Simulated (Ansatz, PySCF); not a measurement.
C3H3N2, SMILES C1=CN=C[N]1, multiplicity 2. Atoms are numbered in the order given.

```xyz
8

C      0.0000    -0.7369    -0.8729
C      0.0000     0.7369    -0.8729
N      0.0000     1.1593     0.3695
C      0.0000     0.0000     1.0900
N      0.0000    -1.1593     0.3695
H      0.0000    -1.4103    -1.7338
H      0.0000     1.4103    -1.7338
H      0.0000     0.0000     2.1826
```
Charge 0, spin multiplicity 2.

Coordinates come from a PBE0-D3(BJ)/def2-SVP optimisation. The isomer is the one that the SMILES or the coordinates give; other isomers of the formula were not compared.

Two levels are set side by side: PBE-D3(BJ)/def2-SVP (PySCF) and PBE0-D3(BJ)/def2-SVP (Ansatz, an electronic-structure program). Each level has its own optimised geometry; the coordinates shown are those of the second. Frequencies come from the Hessian of PySCF at each geometry. Differences are taken from unrounded values.

```tsv
quantity	PBE0-D3(BJ)
mean bond length (Å)	1.263
bond C1–C2 (Å)	1.474
bond C1–N5 (Å)	1.312
bond C2–N3 (Å)	1.312
bond N3–C4 (Å)	1.365
bond C4–N5 (Å)	1.365
bond C1–H6 (Å)	1.093
bond C2–H7 (Å)	1.093
bond C4–H8 (Å)	1.093
highest harmonic wavenumber (cm⁻¹)	3252
mean harmonic wavenumber (cm⁻¹)	1404
zero-point energy (kcal/mol)	36.13
```

Q: What does PBE-D3(BJ) give, and how far is it from PBE0-D3(BJ)? (An estimate is asked for; the answer gives what the named calculation found.)

A: 
| quantity | PBE-D3(BJ) | PBE-D3(BJ) minus PBE0-D3(BJ) |
|---|---|---|
| mean bond length (Å) | 1.275 | 0.011 |
| bond C1–C2 (Å) | 1.484 | 0.011 |
| bond C1–N5 (Å) | 1.326 | 0.014 |
| bond C2–N3 (Å) | 1.326 | 0.014 |
| bond N3–C4 (Å) | 1.379 | 0.014 |
| bond C4–N5 (Å) | 1.379 | 0.014 |
| bond C1–H6 (Å) | 1.101 | 0.008 |
| bond C2–H7 (Å) | 1.101 | 0.008 |
| bond C4–H8 (Å) | 1.101 | 0.009 |
| highest harmonic wavenumber (cm⁻¹) | 3152 | -100 |
| mean harmonic wavenumber (cm⁻¹) | 1347 | -57 |
| zero-point energy (kcal/mol) | 34.66 | -1.47 |

Exact exchange shortens and stiffens bonds; PBE has none. Differences between two approximate levels are no errors against the true value.
